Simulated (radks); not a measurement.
Question: Isoelectronic series with 14 electrons, all held in the configuration [Ne] 3s2 3p2, which need not be the ground one along the series. Calculated with a radial shooting solver on a logarithmic mesh with Libxc functionals: Dirac Kohn-Sham, LDA (Slater exchange, Perdew-Wang correlation), spin-unpolarised, spherical densities, finite nucleus; open shells fill j = l - 1/2 first; Fermi nuclear charge, rms radius of each element as measured or else 0.836 A^(1/3) + 0.57 fm. Total energies (hartree) and orbital eigenvalues (eV) (* marks an orbital that is empty in some or all of the ions):

| ion | E (hartree) | 3d3/2* | 3p3/2* | 3p1/2 | 3s1/2 |
|---|---|---|---|---|---|
| Ho53+ | -9678.6521 | -4667.787 | -4861.375 | -5092.187 | -5233.792 |
| Er54+ | -10001.6930 | -4841.107 | -5038.363 | -5285.811 | -5430.626 |
| Tm55+ | -10331.1274 | -5017.698 | -5218.636 | -5483.679 | -5631.758 |
| Yb56+ | -10666.9472 | -5197.571 | -5402.205 | -5685.846 | -5837.209 |
| Lu57+ | -11009.2997 | -5380.734 | -5589.080 | -5892.369 | -6047.060 |
| Hf58+ | -11358.3130 | -5567.197 | -5779.270 | -6103.305 | -6261.388 |
| Ta59+ | -11714.0149 | -5756.970 | -5972.786 | -6318.716 | -6480.230 |
| W60+ | -12076.5065 | -5950.063 | -6169.638 | -6538.665 | -6703.653 |
| Re61+ | -12445.9032 | -6146.487 | -6369.836 | -6763.219 | -6931.730 |
| Os62+ | -12822.2615 | -6346.252 | -6573.393 | -6992.445 | -7164.511 |
| Ir63+ | -13205.7729 | -6549.369 | -6780.318 | -7226.416 | -7402.106 |
| Au65+ | -13994.4980 | -6965.703 | -7204.318 | -7708.892 | -7891.953 |
| Hg66+ | -14399.9560 | -7178.943 | -7421.417 | -7957.554 | -8144.368 |
| Tl67+ | -14813.0076 | -7395.578 | -7641.930 | -8211.278 | -8401.903 |
| Pb68+ | -15233.7373 | -7615.623 | -7865.870 | -8470.151 | -8664.627 |

Estimate the row of Pt64+.

Answer: E (hartree) -13596.4637; 3d3/2* -6755.849; 3p3/2* -6990.623; 3p1/2 -7465.206; 3s1/2 -7644.554.
